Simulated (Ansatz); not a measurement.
Reaction (substitution at a C–O bond): `CC(=N)O[SiH2]O` + H₂S → `CC(=N)S` + `O[SiH2]O`

Calculated with Ansatz (gas phase, PBE0-D4/def2-TZVP geometries, no zero-point term in ΔE). CCSD(T)/CBS is the MP2 limit (def2-TZVPP, def2-QZVPP) plus CCSD(T) − MP2 in def2-TZVPP, frozen cores. This one scheme is used for every species. Functionals use def2-TZVPP. B3LYP here is the variant with VWN-RPA as its local correlation; programs differ in this. Each species was taken in one conformer, which may not be the lowest.

CCSD(T)/CBS gives +19.7 kJ/mol.

(1) Another level gave +30.3 kJ/mol. Which?
A. CCSD(T)/def2-TZVPP
B. HF/def2-TZVPP
C. B3LYP/def2-TZVPP
D. ωB97X-V/def2-TZVPP

Largest T1 diagnostic among the species: 0.013.

## Answers

(1) D. ωB97X-V 30.3, HF/def2-TZVPP 34.8, B3LYP 19.7, CCSD(T)/def2-TZVPP 25.2 kJ/mol.

The D4 term adds +4.3 kJ/mol with B3LYP and +2.7 kJ/mol with PBE0; it sums over pairs of atoms, weighted by their polarisabilities, and B3LYP, whose exchange is more repulsive, gets the larger term. From PBE to PBE0 (25 % exact exchange), in def2-TZVPP and without D4, ΔE moves by +6.2 kJ/mol.
